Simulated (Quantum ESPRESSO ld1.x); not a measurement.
The mercury ion Hg18+, 62 electrons, occupied as [Kr] 4d10 4f14 5s2. All-electron calculation, Dirac Kohn-Sham, PBE, spin-unpolarised, spherical densities, point nucleus. Program: ld1.x of Quantum ESPRESSO 7.5.

Unscreened Slater integrals over Kohn-Sham orbitals (hartree). Large and small components are both included.

integral           value
F0(5s1/2,5s1/2)   1.0936
F0(5s1/2,4f7/2)   1.3022
G3(5s1/2,4f7/2)  0.17451
F0(5s1/2,4f5/2)   1.3051
G3(5s1/2,4f5/2)  0.17097
F0(5s1/2,4d5/2)   1.3119
G2(5s1/2,4d5/2)  0.15455
F0(5s1/2,4d3/2)   1.3176
G2(5s1/2,4d3/2)  0.14697
F0(4f7/2,4f7/2)   1.9635
F2(4f7/2,4f7/2)  0.99520
F4(4f7/2,4f7/2)  0.63827
F6(4f7/2,4f7/2)  0.46337
F0(4f7/2,4f5/2)   1.9748
F2(4f7/2,4f5/2)   1.0001
F4(4f7/2,4f5/2)  0.64120
G2(4f7/2,4f5/2)  0.99446
G4(4f7/2,4f5/2)  0.63778
G6(4f7/2,4f5/2)  0.46301
F0(4f7/2,4d5/2)   1.9742
F2(4f7/2,4d5/2)  0.98137
F4(4f7/2,4d5/2)  0.63543
G1(4f7/2,4d5/2)   1.1081
G3(4f7/2,4d5/2)  0.72375
G5(4f7/2,4d5/2)  0.51976
F0(4f7/2,4d3/2)   1.9977
F2(4f7/2,4d3/2)  0.99428
G3(4f7/2,4d3/2)  0.73497
G5(4f7/2,4d3/2)  0.52703
F0(4f5/2,4f5/2)   1.9864
F2(4f5/2,4f5/2)   1.0052
F4(4f5/2,4f5/2)  0.64435
F0(4f5/2,4d5/2)   1.9853
F2(4f5/2,4d5/2)  0.98440
F4(4f5/2,4d5/2)  0.63664
G1(4f5/2,4d5/2)   1.1048
G3(4f5/2,4d5/2)  0.72209
G5(4f5/2,4d5/2)  0.51868
F0(4f5/2,4d3/2)   2.0093
F2(4f5/2,4d3/2)  0.99788
G1(4f5/2,4d3/2)   1.1339
G3(4f5/2,4d3/2)  0.73844
F0(4d5/2,4d5/2)   2.0071
F2(4d5/2,4d5/2)   1.0234
F4(4d5/2,4d5/2)  0.68861
F0(4d5/2,4d3/2)   2.0307
F2(4d5/2,4d3/2)   1.0333
G2(4d5/2,4d3/2)   1.0287
G4(4d5/2,4d3/2)  0.69239
F0(4d3/2,4d3/2)   2.0553
F2(4d3/2,4d3/2)   1.0450
